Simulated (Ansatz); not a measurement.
Relaxation of CHFInN (5 atoms, charge 0, multiplicity 1), to a largest force component of 0.02 eV/Å in at most 50 steps.

Method: RKS B3LYP/def2-SVP (Ansatz).

```xyz
5
Properties=species:S:1:pos:R:3:forces:R:3
N 0.937 -1.468 1.218 -1.23 0.82 -2.69
C 0.404 -0.545 0.629 5.35 -5.15 8.78
In -0.427 0.755 -0.507 16.74 25.57 3.14
F -1.460 -0.242 -1.049 -21.21 -20.19 -10.76
H 0.419 0.402 1.168 0.35 -1.05 1.53
```

Where does it end, and by what steps?

The run converged. The force dipped under the threshold on the way, but the program's further checks kept it going. After 38 steps the energy has fallen by 10.223 eV; In3 moved furthest, 2.18 Å. The start is strongly strained (largest force component 26 eV/Å), so its close contacts needn't be bonds. Parted: C2–In3, In3–H5.

```tsv
step	energy less start (eV)	largest force component (eV/Å)	accepted
0	0.0000	25.572	yes
2	-8.0847	3.046	yes
4	-9.2656	1.944	yes
6	-9.6273	1.005	yes
8	-9.7421	0.154	yes
10	-9.7535	1.538	no
12	-9.7950	0.240	yes
14	-9.8523	0.324	yes
16	-9.9723	0.404	yes
18	-10.1120	0.678	yes
20	-10.1957	0.171	yes
22	-10.2065	0.245	yes
24	-10.2176	0.235	yes
26	-10.2171	0.428	no
28	-10.2207	0.110	yes
30	-10.2219	0.055	yes
32	-10.2224	0.049	yes
34	-10.2228	0.004	yes
36	-10.2229	0.027	yes
38	-10.2230	0.012	yes
```

```xyz
5
Properties=species:S:1:pos:R:3
N 1.368 -1.533 2.208
C 0.766 -0.971 1.396
In -1.722 1.413 -2.130
F -0.733 0.432 -0.641
H 0.194 -0.439 0.626
```

Whether the end is a true minimum wasn't checked by a vibrational analysis.

Time of the run: 2 min on 1 thread of Arm Neoverse V2, on a shared host, peak memory 0.25 GiB.
